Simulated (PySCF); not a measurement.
H8Ga2N2, singlet, CAM-B3LYP/def2-SVP optimised geometry.

```
12

Ga    -1.07    -1.01     0.00
Ga     1.08     1.00     0.00
N     -0.94     1.00    -0.02
H     -1.37     1.46     0.79
H     -1.35     1.44    -0.85
H     -1.60    -1.52    -1.38
H     -1.60    -1.49     1.40
N      0.95    -1.01     0.00
H      1.37    -1.46     0.82
H      1.36    -1.46    -0.82
H      1.62     1.50    -1.38
H      1.59     1.50     1.40
```

Density from CAM-B3LYP/def2-TZVP (PySCF) at that geometry.

Minimum of the electron density along straight lines between bonded atoms, close to the bond critical point (lines longer than 1.1 times the sum of covalent radii, or with two minima, are not listed):

```csv
bond,length / Å,ρ at the minimum / e bohr⁻³,∇²ρ there / e bohr⁻⁵,position (fraction from the first atom)
Ga1–N3,2.019,0.088,0.32,0.47
Ga2–N3,2.019,0.088,0.32,0.47
N3–H4,1.020,0.329,-1.55,0.73
N3–H5,1.020,0.329,-1.55,0.73
Ga1–H6,1.566,0.115,0.16,0.60
Ga1–H7,1.566,0.115,0.16,0.60
Ga1–N8,2.019,0.088,0.32,0.47
Ga2–N8,2.019,0.088,0.32,0.47
N8–H9,1.020,0.329,-1.55,0.73
N8–H10,1.020,0.329,-1.55,0.73
Ga2–H11,1.566,0.115,0.16,0.60
Ga2–H12,1.566,0.115,0.16,0.60
```
